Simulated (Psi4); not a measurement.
CH3Si (SMILES C[Si]), doublet, at a GFN2-xTB geometry. Base run: Psi4 with HF/STO-3G.

Input for Psi4:
```
memory 2 GB

molecule mol {
0 2
C    -1.130142    0.005665   -0.007111
Si    0.812618   -0.004074    0.005113
H    -1.529874   -0.600882   -0.821809
H    -1.526122    1.015308   -0.130558
H    -1.539806   -0.391388    0.923449
}

set {
  basis sto-3g
  reference uhf
  stability_analysis check
  scf_type pk
}

energy('scf')
print_variables()
```

The bond that is stretched is that between atoms 4 and 1. A test that says stable can miss a lower solution.

The base run was repeated with changes; each row names its change, and settings that it needs were set with it.

| change | ΔE vs base (eV) | <S^2> |
|---|---|---|
| base | 0.00 | 0.753 |
| stability_analysis = follow; reference = uhf | 0.00 | 0.753 |
| bond × 1.25 | 1.17 | 0.755 |
| stability_analysis = follow; reference = uhf; bond × 1.25 | 1.17 | 0.755 |
| bond × 1.5 | 3.06 | 0.995 |
| stability_analysis = follow; reference = uhf; bond × 1.5 | 3.06 | 0.995 |
| bond × 1.8 | 4.11 | 1.406 |
| stability_analysis = follow; reference = uhf; bond × 1.8 | 4.11 | 1.406 |
| bond × 2.2 | 6.05 | 0.752 |
| stability_analysis = follow; reference = uhf; bond × 2.2 | 4.76 | 1.597 |
| bond × 3.0 | 4.58 | 1.606 |
| stability_analysis = follow; reference = uhf; bond × 3.0 | 4.58 | 1.606 |

Psi4 reported an instability in these rows: bond × 2.2; stability_analysis = follow; reference = uhf; bond × 2.2 (restricted rows aren't judged here).

On stretching, the SCF can end on different states; <S^2> shows the spin contamination of each.
